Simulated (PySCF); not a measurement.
**Level sweep**

CH₆Cl₂Ge₂.
SMILES: `[Cl][GeH2][CH2][GeH2][Cl]`

PySCF, dipoles from the SCF density, polarisabilities from static response with core orbitals frozen. Isolated species at its PBE0-D3(BJ)/def2-SVP geometry (one conformer only). Relativistic effects, spin–orbit coupling among them, are left out although an element past zinc is present.

The anisotropy is √(½[(α1 − α2)² + (α2 − α3)² + (α3 − α1)²]).

```csv
level,μ (D),α (Å³),anisotropy (Å³)
LDA/def2-SVPD,2.916,15.55,2.73
PBE/def2-SVPD,2.894,15.28,2.62
B3LYP/def2-SVPD,2.965,14.85,2.38
PBE0/def2-SVPD,3.000,14.67,2.33
BHandHLYP/def2-SVPD,3.069,14.26,2.12
CAM-B3LYP/def2-SVPD,3.031,14.59,2.20
wB97X-D/def2-SVPD,3.041,14.48,2.14
LC-wPBE/def2-SVPD,3.103,14.17,2.04
HF/def2-SVPD,3.192,13.61,1.81
PBE0/6-31G*,3.317,11.70,1.85
PBE0/def2-SVP,2.891,11.91,1.87
PBE0/aug-cc-pVDZ,2.959,14.74,2.36
PBE0/def2-TZVP,2.901,13.75,2.17
PBE0/def2-TZVPD,2.907,14.85,2.39
```

The dipole runs from 2.89 D (PBE0/def2-SVP) to 3.32 D (PBE0/6-31G*). No reference polarisability is at hand; against PBE0 in the largest diffuse basis at hand (def2-TZVPD) the other PBE0 rows deviate by 6-31G* -21%, def2-SVP -20%, def2-SVPD -1%, aug-cc-pVDZ -1%, def2-TZVP -7%. In one basis (def2-SVPD) the functionals order the polarisability from HF (lowest) to LDA (highest), a spread of 14%. With PBE0 the polarisability is 12.45 Å³ without diffuse functions (mean of 6-31G*, def2-SVP and def2-TZVP) and 14.75 Å³ with them (mean of def2-SVPD, aug-cc-pVDZ and def2-TZVPD).

Without π bonds the low states are Rydberg-like; a valence basis with one diffuse set may place them up to an eV too high.
